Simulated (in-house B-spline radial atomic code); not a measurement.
# Ionising Ba6+ with different functionals

Computed with an all-electron radial atomic-structure program (B-spline basis): scalar-relativistic (spin-free X2C) Hamiltonian, Fermi nucleus of rms radius 4.8378 fm, spin-polarised at highest spin, spherical fractional occupations for the functionals, the average over the highest-spin determinants for Hartree-Fock. The ionisation energy is the difference of two self-consistent energies, [Kr] 4d10 5s2 5p2 → [Kr] 4d10 5s2 5p1, without Breit or QED terms; ε is the level of the shell that loses the electron (its least bound occupied spin orbital). There is no spin-orbit coupling in this Hamiltonian.

Hybrids are left out here: with spherical fractional occupations of an open shell their exact exchange keeps a self-interaction that integer-occupation calculations don't have.

```csv
method,rung,ΔSCF (eV),-ε(5p) (eV)
Hartree-Fock,Hartree-Fock,85.67,85.93
LDA VWN5,LDA,86.82,80.38
LDA PW92,LDA,86.81,80.37
LDA exchange-only,LDA,85.49,79.10
PBE,GGA,86.50,80.16
PBEsol,GGA,86.60,80.23
BLYP,GGA,86.40,79.96
RPBE,GGA,86.42,80.11
PW91,GGA,86.63,80.26
BP86,GGA,86.67,80.29
AM05,GGA,86.59,80.22
OLYP,GGA,86.61,80.32
TPSS,meta-GGA,86.48,80.20
SCAN,meta-GGA,86.80,80.60
r2SCAN,meta-GGA,86.76,80.58
revTPSS,meta-GGA,86.49,80.25
```

How do they compare with the NIST value?

NIST lists 86 eV ± 2 (tabulated theory, ground level to ground level). Errors run from -0.51 to +0.82 eV; all lie within about twice that uncertainty, so the table can't rank the methods. Hartree-Fock also lacks correlation.
